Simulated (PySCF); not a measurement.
C2H8GeOSi, SMILES [GeH2]1[CH2]O[Si@@H]1C.

Geometry: r2SCAN-D4/def2-SVP. The structure was generated by enumeration; whether it is a known compound was not checked.

These are r2SCAN-D4/def2-SVP run with PySCF values and carry that method's errors.

Frequencies are harmonic and unscaled.

```csv
mode,ν (cm⁻¹),IR (km/mol),moving atoms (share of kinetic energy)
1,71,2.4,"C 36 %, H 33 %, O 26 %"
2,129,1.5,"C 36 %, H 35 %, Si 13 %, Ge 12 %"
3,152,0.2,H 96 %
4,220,7.7,"H 33 %, O 27 %, Si 22 %, C 18 %"
5,338,1.2,"Si 40 %, Ge 30 %, H 22 %"
6,352,3.5,"O 27 %, H 26 %, Ge 20 %, C 17 %, Si 9 %"
7,394,8.1,"H 59 %, Si 19 %, O 8 %"
8,505,5.8,H 95 %
9,580,15.7,"H 58 %, C 36 %"
10,626,73.6,"H 57 %, C 33 %"
11,649,7.3,"H 64 %, C 22 %, O 10 %"
12,684,14.7,"H 69 %, C 18 %"
13,735,37.5,"H 58 %, Si 16 %, O 13 %, C 12 %"
14,770,43.1,"H 38 %, Si 25 %, C 23 %, O 13 %"
15,809,15.0,"H 75 %, C 22 %"
16,827,151.9,"H 46 %, Si 26 %, O 18 %, C 9 %"
17,870,63.0,H 95 %
18,913,161.6,"H 77 %, Si 11 %, C 11 %"
19,1018,132.8,"O 46 %, C 46 %"
20,1199,0.6,H 90 %
21,1234,12.0,"H 76 %, C 17 %"
22,1250,28.4,"H 78 %, C 22 %"
23,1419,3.8,H 96 %
24,1425,5.7,H 96 %
25,1463,0.4,H 93 %
26,2118,126.8,H 99 %
27,2134,114.1,H 98 %
28,2188,180.8,H 97 %
29,3030,52.6,H 95 %
30,3032,0.9,H 97 %
31,3095,19.0,"H 90 %, C 10 %"
32,3136,1.5,"H 91 %, C 9 %"
33,3151,1.8,"H 91 %, C 9 %"
```
